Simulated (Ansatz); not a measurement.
ClMoO, SMILES [O]=[Mo][Cl] (connectivity only; charge and spin as stated), neutral, multiplicity 4.

Geometry optimised at B3LYP-D3(BJ)/def2-TZVP. A frequency run showed that this geometry is not a minimum. The spin state was assumed, not searched. The def2 effective core potentials stand for the cores of Mo; spin–orbit coupling is left out.

Two levels are set side by side: PBE/def2-TZVPD (Ansatz, a program for electronic structure) and PBE0/def2-TZVPD (Ansatz). Energy differences of separate SCF runs at the same geometry; the states with an electron removed or added have multiplicity 3 and 3. Differences are taken from unrounded values.

```json
[
 {"quantity": "vertical ionisation energy (eV)", "PBE0": "8.89"},
 {"quantity": "vertical electron affinity (eV)", "PBE0": "1.25"}
]
```

**Question.** What does PBE give, and how far is it from PBE0? (Estimate from the structure and the level; the computed values follow.)

**Answer.** 
```json
[
 {"quantity": "vertical ionisation energy (eV)", "PBE": "8.70", "PBE minus PBE0": "-0.19"},
 {"quantity": "vertical electron affinity (eV)", "PBE": "1.31", "PBE minus PBE0": "0.05"}
]
```
